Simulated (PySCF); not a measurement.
**Fe⁺ (iron, charge +1): PBE0 calculation**

Configuration: [Ar] 3d6 4s1, high-spin 6D determinant. All numbers are calculated (PySCF 2.14, no relativity, point nucleus, in def2-SVP).

| Quantity | Value |
| --- | --- |
| Total energy | -1262.985 hartree |
| One-electron energy | -1735.739 hartree |
| Hartree (Coulomb) energy | 527.957 hartree |
| Exchange-correlation energy | -55.204 hartree |
| Kinetic energy | 1261.20585 hartree |
| ⟨S²⟩ | 8.7505 |
| ⟨L²⟩ | 6.007 |
| Sum of ⟨r⟩ | 18.16 bohr |
| Sum of ⟨r²⟩ | 25.25 bohr² |
| Traceless quadrupole moment −½Σ⟨3z² − r²⟩ along its main axis | 0.394 e·bohr² |
| Density at the nucleus (Gaussians lack the cusp) | 11200 bohr⁻³ |
| Spin density at the nucleus | 5.28 bohr⁻³ |
| Langevin diamagnetic susceptibility | -20.0 ×10⁻⁶ cm³/mol |
| Time after the integrals | 0.31 s of wall time on 1 thread of Intel(R) Xeon(R) 6975P-C (shared host) |

| shell | electrons | mean orbital energy (hartree) | spread (hartree) | rms radius, mean of both spins (bohr) |
| --- | --- | --- | --- | --- |
| 1s α | 1 | -256.74963 | 0 | 0.0685 |
| 1s β | 1 | -256.74702 | 0 | 0.0685 |
| 2s α | 1 | -30.56337 | 0 | 0.292 |
| 2s β | 1 | -30.48075 | 0 | 0.292 |
| 2p α | 3 | -26.39145 | 0.03415 | 0.262 |
| 2p β | 3 | -26.32278 | 0.01535 | 0.262 |
| 3s α | 1 | -3.98272 | 0 | 0.881 |
| 3s β | 1 | -3.77271 | 0 | 0.881 |
| 3p α | 3 | -2.74402 | 0.06993 | 0.940 |
| 3p β | 3 | -2.51952 | 0.00663 | 0.940 |
| 3d α | 5 | -0.73804 | 0.07835 | 1.21 |
| 3d β | 1 | -0.58747 | 0 | 1.21 |
| 4s α | 1 | -0.49161 | 0 | 3.00 |
